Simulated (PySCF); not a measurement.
Al(H)2(Me)(HOMe), C2H9AlO, singlet, PBE0/def2-SVP optimised geometry.

```
13

Al     0.26    -1.89     0.00
H     -0.45    -2.17    -1.42
H      1.87    -1.89     0.00
C     -0.71    -2.41     1.63
H     -0.25    -2.00     2.55
H     -0.71    -3.51     1.74
H     -1.77    -2.10     1.63
C     -1.00     0.84    -0.47
O      0.14     0.12     0.00
H     -0.94     1.89    -0.16
H     -1.87     0.38     0.00
H     -1.09     0.76    -1.56
H      0.97     0.52    -0.32
```

Density from PBE0/def2-TZVP (PySCF 2.14.0) at that geometry.

Minimum of the electron density along straight lines between bonded atoms, close to the bond critical point (lines longer than 1.1 times the sum of covalent radii, or with two minima, are not listed):

```tsv
bond	length / Å	ρ at the minimum / e bohr⁻³	∇²ρ there / e bohr⁻⁵	position (fraction from the first atom)
Al1–H2	1.612	0.077	0.19	0.50
Al1–H3	1.611	0.077	0.20	0.50
Al1–C4	1.971	0.083	0.25	0.40
C4–H5	1.103	0.263	-0.84	0.64
C4–H6	1.104	0.261	-0.83	0.64
C4–H7	1.104	0.261	-0.83	0.63
Al1–O9	2.017	0.045	0.27	0.41
C8–O9	1.423	0.246	-0.42	0.34
C8–H10	1.100	0.281	-0.98	0.65
C8–H11	1.097	0.283	-1.01	0.65
C8–H12	1.101	0.281	-0.99	0.65
O9–H13	0.966	0.356	-2.48	0.81
```
